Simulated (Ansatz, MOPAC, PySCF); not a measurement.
System: BeHSBr, net charge 0, singlet state. SMILES: [SH][Be][Br]
Geometry from a B3LYP-D3(BJ)/def2-TZVP (Ansatz, a quantum-chemistry and plane-wave program) optimisation:
```xyz
4

Be    -0.4605     0.4338     0.1403
Br     0.9483    -0.8534    -0.3129
S     -1.8126     1.7019     0.5556
H     -2.3446     0.9031     1.5007
```

Quantity: size of the dipole moment, in D. Terms: six Cartesian d functions in 6-31G* and its kin unless marked 5d; no dispersion term unless named; LANL2DZ with its own core potentials from Na on; non-relativistic; no spin-orbit coupling. Ab initio and DFT rows: single points at B3LYP-D3(BJ) geometries (Ansatz). Semi-empirical rows: dipoles at the shared geometry.

| level | program | size of the dipole moment (D) |
|---|---|---|
| MNDO | MOPAC | 1.30 |
| PBE/3-21G | Ansatz | 1.23 |
| PBE/LANL2DZ | Ansatz | 1.22 |
| PBE/def2-SVP | Ansatz | 0.97 |
| BLYP/6-31G* | Ansatz | 0.94 |
| B3LYP/STO-3G | Ansatz | 1.09 |
| B3LYP/6-31G* | Ansatz | 0.96 |
| B3LYP/6-31G* with LANL2DZ past Ar | Ansatz | 1.01 |
| M06-2X/6-31G* with LANL2DZ past Ar (5d) | PySCF | 1.05 |

No value to compare with is used here. The 9 habitual levels span 0.94 (BLYP/6-31G*) to 1.30 D (MNDO).

The levels are drawn from those run, B3LYP/6-31G* more often than the rest, none by its result; left out are runs that failed, that the program found above a lower state of the same kind, or whose <S^2> lies over 0.5 above the pure value.
